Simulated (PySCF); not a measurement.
Start geometry of `[SiH3]N[SiH2]P` from GFN2-xTB (Å):
```
atom  x, y, z in Å
Si1   -2.2209    0.1561    0.2756
N2    -0.5032    0.3418    0.4308
Si3    0.7359   -0.4916   -0.4333
P4     2.6552    0.1886    0.5000
H5    -2.4893    0.0110   -1.1511
H6    -2.6851   -1.0306    1.0008
H7    -2.8072    1.3709    0.8395
H8    -0.2004    0.8294    1.2599
H9     0.6558   -1.9501   -0.2743
H10    0.5983   -0.1596   -1.8558
H11    3.4533   -0.5764   -0.3262
H12    2.8086    1.3099   -0.2920
```

Q: What comes out of this run: PBE0-D3(BJ)/def2-SVP geometry optimisation, gas phase (PySCF)?

A: 
```
atom  x, y, z in Å
Si1   -2.2181    0.2986    0.3013
N2    -0.6004   -0.1256    0.7893
Si3    0.7030   -0.7581   -0.1730
P4     2.5729    0.4569    0.2202
H5    -2.2111    0.4779   -1.1800
H6    -3.2381   -0.7421    0.6479
H7    -2.6341    1.5708    0.9681
H8    -0.4035   -0.0346    1.7836
H9     1.0656   -2.1696    0.1763
H10    0.2392   -0.7217   -1.5919
H11    3.3453   -0.2583   -0.7466
H12    2.2168    1.5053   -0.6817
```

The energy falls by 0.193 eV over 13 energy and gradient evaluations, the largest force component goes from 0.0244 to 3.4e-04 Eh/bohr, and the atoms move by 0.589 Å rms after alignment. The bond that changes most is P4–H11 (three-coordinate phosphorus to P–H hydrogen), which lengthens by 0.049 Å. Bonds longer at the end by more than 0.005 Å: 11 of 11; shorter: 0. Among the angles that change most is N2–Si3–P4, from 105.1° to 109.1°. Among the dihedrals that turn most is Si1–N2–Si3–H10, from 63° to 7°. Rotational constants go from 11683, 1217, 1141 to 9375, 1230, 1160 MHz. The orientation of the end geometry is arbitrary; only internal coordinates are fixed.

The run used 108 basis functions and 83 SCF cycles in all.

Whether it is a minimum is left open (no frequencies). The numbers are those of one conformer.
